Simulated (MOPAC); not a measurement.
Input file for MOPAC: AM1 on CH5B (SMILES BC), a point of a bond scan (R = 2.327 Å).

```
AM1 1SCF PRECISE CHARGE=0 THREADS=1
CH5B

B      1.63853772 1     0.15258525 1     0.03766497 1
C     -0.67657042 1    -0.06721329 1    -0.04119711 1
H      2.33733802 1    -0.79132565 1     0.25480685 1
H      2.15741813 1     1.22232910 1    -0.07569920 1
H     -0.99453933 1     0.07635016 1     1.00657842 1
H     -1.03720483 1    -1.05649979 1    -0.32706514 1
H     -1.19435906 1     0.70236295 1    -0.61575156 1
```

Program output:

```
*******************************************************************************
 **                                                                           **
 **                              MOPAC v23.2.5                                **
 **                                                                           **
 *******************************************************************************
 ** MOPAC's Digital Object Identifier: https://doi.org/10.5281/zenodo.6511958 **
 **                                                                           **
 ** Please cite the open-source release paper for use of this MOPAC version:  **
 ** J. E. Moussa and J. J. P. Stewart (2026)                                  **
 ** MOPAC: An open-source semiempirical molecular orbital program             **
 ** J. Open Source Softw., 11(119), 8025, https://doi.org/10.21105/joss.08025 **
 *******************************************************************************

                              AM1 CALCULATION RESULTS

 *******************************************************************************
 *  AM1        - The AM1 Hamiltonian to be used
 *
 *
 *
 *                 CHARGE ON SYSTEM = 0
 *
 *
 *
 *  PRECISE    - TIGHTER CRITERIA TO BE USED
 *  1SCF       - DO 1 SCF AND THEN STOP
 *  THREADS=1  - MULTI-THREADING NOT USED
 *  T=         - A TIME OF 172800.0 SECONDS REQUESTED
 *  DUMP=N     - RESTART FILE WRITTEN EVERY 7200.0 SECONDS REQUESTED
 *******************************************************************************
AM1 1SCF PRECISE CHARGE=0 THREADS=1
 CH5B

   ATOM   CHEMICAL          X               Y               Z
  NUMBER   SYMBOL      (ANGSTROMS)     (ANGSTROMS)     (ANGSTROMS)

     1       B          1.63853772  *   0.15258525  *   0.03766497  *
     2       C         -0.67657042  *  -0.06721329  *  -0.04119711  *
     3       H          2.33733802  *  -0.79132565  *   0.25480685  *
     4       H          2.15741813  *   1.22232910  *  -0.07569920  *
     5       H         -0.99453933  *   0.07635016  *   1.00657842  *
     6       H         -1.03720483  *  -1.05649979  *  -0.32706514  *
     7       H         -1.19435906  *   0.70236295  *  -0.61575156  *



          CARTESIAN COORDINATES

    NO.       ATOM           X           Y           Z

     1         B          1.6385      0.1526      0.0377
     2         C         -0.6766     -0.0672     -0.0412
     3         H          2.3373     -0.7913      0.2548
     4         H          2.1574      1.2223     -0.0757
     5         H         -0.9945      0.0764      1.0066
     6         H         -1.0372     -1.0565     -0.3271
     7         H         -1.1944      0.7024     -0.6158

  H: (AM1): M.J.S. DEWAR ET AL, J. AM. CHEM. SOC. 107 3902-3909 (1985)
  B: (AM1): M.J.S. DEWAR ET AL, ORGANOMETALLICS, 7, 513-521 (1988)
  C: (AM1): M.J.S. DEWAR ET AL, J. AM. CHEM. SOC. 107 3902-3909 (1985)

           Empirical Formula: C H5 B  =     7 atoms



      MOLECULAR POINT GROUP   :   Cs


      RHF CALCULATION, NO. OF DOUBLY OCCUPIED LEVELS = 6


 -------------------------------------------------------------------------------
 AM1 1SCF PRECISE CHARGE=0 THREADS=1
 CH5B



     1SCF WAS SPECIFIED, SO BFGS WAS NOT USED
     SCF FIELD WAS ACHIEVED


                              AM1 CALCULATION
                                                       MOPAC v23.2.5 Linux




          FINAL HEAT OF FORMATION =        103.38116 KCAL/MOL =     432.54678 KJ/MOL


          COSMO AREA              =         86.43 SQUARE ANGSTROMS
          COSMO VOLUME            =         67.01 CUBIC ANGSTROMS

          IONIZATION POTENTIAL    =          8.998218 EV
          HOMO LUMO ENERGIES (EV) =         -8.998  0.385
          NO. OF FILLED LEVELS    =          6
          MOLECULAR WEIGHT        =         27.8605         POINT GROUP:  Cs

          MOLECULAR DIMENSIONS (Angstroms)

            Atom       Atom       Distance
            H     7    H     3     3.93216
            H     6    H     4     3.34981
            H     3    H     5     1.45319


          SCF CALCULATIONS        =          1





   ATOM   CHEMICAL          X               Y               Z
  NUMBER   SYMBOL      (ANGSTROMS)     (ANGSTROMS)     (ANGSTROMS)

     1       B          1.63853772  *   0.15258525  *   0.03766497  *
     2       C         -0.67657042  *  -0.06721329  *  -0.04119711  *
     3       H          2.33733802  *  -0.79132565  *   0.25480685  *
     4       H          2.15741813  *   1.22232910  *  -0.07569920  *
     5       H         -0.99453933  *   0.07635016  *   1.00657842  *
     6       H         -1.03720483  *  -1.05649979  *  -0.32706514  *
     7       H         -1.19435906  *   0.70236295  *  -0.61575156  *

                             CARTESIAN COORDINATES

   1    B        1.638537720     0.152585250     0.037664970
   2    C       -0.676570420    -0.067213290    -0.041197110
   3    H        2.337338020    -0.791325650     0.254806850
   4    H        2.157418130     1.222329100    -0.075699200
   5    H       -0.994539330     0.076350160     1.006578420
   6    H       -1.037204830    -1.056499790    -0.327065140
   7    H       -1.194359060     0.702362950    -0.615751560


           Empirical Formula: C H5 B  =     7 atoms



      MOLECULAR POINT GROUP   :   Cs


                  EIGENVALUES
 -26.97713 -20.44190 -12.95218 -12.62809 -11.93631  -8.99822   0.38534   1.52579
   4.37262   5.14990   5.26264   5.58391   5.69167


              NET ATOMIC CHARGES AND DIPOLE CONTRIBUTIONS

  ATOM NO.   TYPE          CHARGE      No. of ELECS.   s-Pop       p-Pop
    1          B           0.361960        2.6380     1.39061     1.24743
    2          C          -0.365166        4.3652     1.31666     3.04850
    3          H          -0.083375        1.0834     1.08338
    4          H          -0.083375        1.0834     1.08338
    5          H           0.044269        0.9557     0.95573
    6          H           0.062844        0.9372     0.93716
    7          H           0.062844        0.9372     0.93716
 DIPOLE           X         Y         Z       TOTAL
 POINT-CHG.     1.350     0.120    -0.005     1.356
 HYBRID        -0.385    -0.020     0.088     0.395
 SUM            0.965     0.100     0.083     0.974


          ATOMIC ORBITAL ELECTRON POPULATIONS

     Atom    s        px        py        pz
    1  B   1.39061   0.54777   0.67616   0.02350
    2  C   1.31666   1.06488   0.99005   0.99358
    3  H   1.08338
    4  H   1.08338
    5  H   0.95573
    6  H   0.93716
    7  H   0.93716

 **********************
 *                    *
 * JOB ENDED NORMALLY *
 *                    *
 **********************




 == MOPAC DONE ==
```

The run finished.

Cost: about 0.03 core-seconds (a rough figure).
